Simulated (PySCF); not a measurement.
Simulation results for ClH₃OSi₂, AlBH₅OSi

Computed with PySCF 2.14.0. Calculation on a computer-drawn molecule: optimised geometry and harmonic frequencies of an isolated molecule of the commonest isotopes, restricted reference for singlets and unrestricted otherwise, frozen core in MP2.

Common to all runs: charge 0; method HF; basis cc-pV(D+d)Z.

(1) ClH₃OSi₂

Start structure:
```xyz
7
ClH3OSi2
O     -2.0789    -0.1931    -0.2514
Si    -0.5930    -0.3161     0.5602
Si    -0.0261     1.7990    -0.0817
Cl     1.8620     2.1711     0.7397
H     -2.6761    -0.8838    -0.2592
H     -0.8476    -0.7613     1.9172
H     -0.0100    -1.5261     0.0159
```

It was run with multiplicity 1.

The calculation gives: rotational constants 9.289, 1.514, 1.322 GHz; total energy -1114.0277 hartree; convergence status largest gradient component 1.693e-05 hartree/bohr.

Drawn bonds:
```tsv
atom	other atom	order
1	2	1
2	3	1
3	4	1
1	5	1
2	6	1
2	7	1
```

Optimised structure:
```xyz
7
ClH3OSi2
O     -2.2487    -0.3730    -0.2454
Si    -0.7402    -0.2236     0.4297
Si     0.0546     1.9961    -0.0954
Cl     1.8991     1.7348     0.9120
H     -2.7257    -1.1835    -0.1444
H     -0.7974    -0.4154     1.9016
H      0.1885    -1.2456    -0.1175
```

Modes:
```tsv
frequency (cm⁻¹)	reduced mass (dalton)
55.97	4.574
109.9	7.509
210.4	11.09
238.1	1.079
420.2	1.205
448.3	9.247
500.1	28.5
792.3	1.13
817.7	1.093
874	5.572
988.1	1.315
1032	1.065
2278	1.051
2282	1.03
4163	1.067
```

(2) AlBH₅OSi

Start structure:
```xyz
9
AlBH5OSi
B      2.3612     0.6239     0.9862
Al     1.1503    -0.8310     0.4358
O     -0.4865    -0.4902     1.0867
Si    -1.8285     0.0018     1.7323
H      2.4530     1.6069     0.3391
H      2.9031     0.7505     2.0091
H      1.0367    -2.2694    -0.2216
H     -1.8159    -0.0093     3.1772
H     -2.3402     1.1603     1.0667
```

It was run with multiplicity 2.

The calculation gives: rotational constants 14.86, 1.802, 1.66 GHz; total energy -633.3333 hartree; spin squared 0.7534; convergence status largest gradient component 9.134e-06 hartree/bohr.

Drawn bonds:
```tsv
atom	other atom	order
1	2	1
2	3	1
3	4	1
1	5	1
1	6	1
2	7	1
4	8	1
4	9	1
```

Optimised structure:
```xyz
9
AlBH5OSi
B      2.6066     0.6779     0.9226
Al     0.9956    -0.7034     0.6061
O     -0.5390    -0.3201     1.2158
Si    -2.0923    -0.1750     1.7001
H      2.8647     1.5612     0.1460
H      3.3240     0.6259     1.8883
H      1.1337    -2.0778    -0.1670
H     -2.1615    -0.0952     3.1824
H     -2.6985     1.0502     1.1173
```

Modes:
```tsv
frequency (cm⁻¹)	reduced mass (dalton)
32.52	1.119
56.5	4.556
92.27	3.101
157.9	1.157
186.6	4.624
389.9	1.116
509.7	6.091
598	3.131
639.6	1.373
723.2	1.358
782.2	1.162
883.1	1.205
909.2	1.375
1012	1.072
1114	11.21
1249	1.142
1975	1.042
2261	1.029
2273	1.055
2647	1.055
2713	1.12
```
